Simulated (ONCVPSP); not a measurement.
# Before and after: ONCV potential for manganese

- Element: manganese (Mn)
- Generator: ONCVPSP 4.0.1
- Type: optimised norm-conserving Vanderbilt (ONCV)
- Functional: PBEsol
- Relativity: non-relativistic
- Frozen core: [Ar]
- Valence charge: 7
- Reference configuration: 3d5 4s2
- Partial waves: 4s: rc 1.90 bohr, ncon 3, nbas 7, qcut 3.5 1/bohr, 2 projectors, debl 2.1 Ha; p scattering state at 0.4 Ha: rc 1.95 bohr, ncon 3, nbas 7, qcut 4.6 1/bohr, 2 projectors, debl 2.6 Ha; 3d: rc 1.60 bohr, ncon 3, nbas 8, qcut 10.3 1/bohr, 2 projectors, debl 4 Ha
- Local potential: polynomial inside 1.15 bohr (lpopt 2, dvloc0 1 Ha)
- Core correction: polynomial model core, fcfact 0.65

All-electron outer shells of the reference configuration (PBEsol, non-relativistic, ld1.x):

```csv
shell,level (eV),outermost node (bohr),outermost maximum (bohr)
3p,-54.18,0.31,0.75
3d,-7.03,–,0.75
4s,-5.04,1.06,2.54
```

Change: all radii but the core radius scaled by about 1.10 (s 2.10, p 2.16, d 1.76 bohr); local potential polynomial inside 1.26 bohr (lpopt 2, dvloc0 1 Ha).

Cutoffs: the cutoffs (Ha) at which the residual kinetic energy of the hardest occupied pseudo-wave falls to 1 and 0.1 mHa per electron; they do not see the model core or the augmentation charge, which bear on the density cutoff. Errors are all-electron minus pseudo energies relative to the spin-unpolarised reference configuration.

Q: Predict the effect on cutoff, ghosts and configuration errors.

A: The potential gets neither clearly harder nor softer (38 Ha and 44 Ha → 36 Ha and 41 Ha); of the 4 tests that both files solve, the error grows in 0 and shrinks in 1 by more than 15 % and 0.3 meV (median size 99.3 → 81.5 meV); neither file shows a bound ghost.

```tsv
quantity	base	changed
cutoff, loose	38 Ha	36 Ha
cutoff, tight	44 Ha	41 Ha
loose cutoff by channel	s 3.8 Ha, d 38 Ha	s 4.0 Ha, d 36 Ha
bound ghosts	none	none
GHOST(+) flags under 300 eV	s at 50.7 eV, p at 115.2 eV	s at 65.7 eV, p at 130.3 eV
error for 3d5 4s1, meV [ΔE 8.32 eV]	-7.1	-6.3
error for 3d5 4s0, meV [ΔE 23.65 eV]	-43	-40
error for 3d4 4s0, meV [ΔE 56.33 eV]	-155	-123
error for 3d6 4s0, meV [ΔE 6.37 eV]	-199	-190
rms error of d²Exc/dni dnj with the model core, mHa	3.18	2.95
```
